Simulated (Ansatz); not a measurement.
Bonds to the group Y in Y-Sn(OH)3. Gas-phase values, no solvent. Each species was relaxed from one start; no search for lower structures was made at this level. In the def2 sets, heavy atoms carry core potentials. Strings in code marks are SMILES.

Method: PBE-D3(BJ)/def2-TZVP // PBE0-D3(BJ)/def2-SVP in Ansatz (a quantum-chemistry and plane-wave program). All candidates: neutral, multiplicity 1. 

```json
{
  "HOMO–LUMO gap": "4.78 eV",
  "LUMO": "-1.83 eV",
  "HOMO": "-6.61 eV"
}
```

**Question.** Say which member has these values.
(A) `C[CH2][Sn]([OH])([OH])[OH]`
(B) `[CH3][Sn]([OH])([OH])[OH]`
(C) `C=CC[CH2][Sn]([OH])([OH])[OH]`
(D) `C[CH](C)[Sn]([OH])([OH])[OH]`

**Answer.** A, `C[CH2][Sn]([OH])([OH])[OH]`. The others give `C[CH](C)[Sn]([OH])([OH])[OH]`: 4.61 eV, -1.83 eV, -6.45 eV; `C=CC[CH2][Sn]([OH])([OH])[OH]`: 4.51 eV, -1.96 eV, -6.46 eV; `[CH3][Sn]([OH])([OH])[OH]`: 4.93 eV, -1.85 eV, -6.78 eV
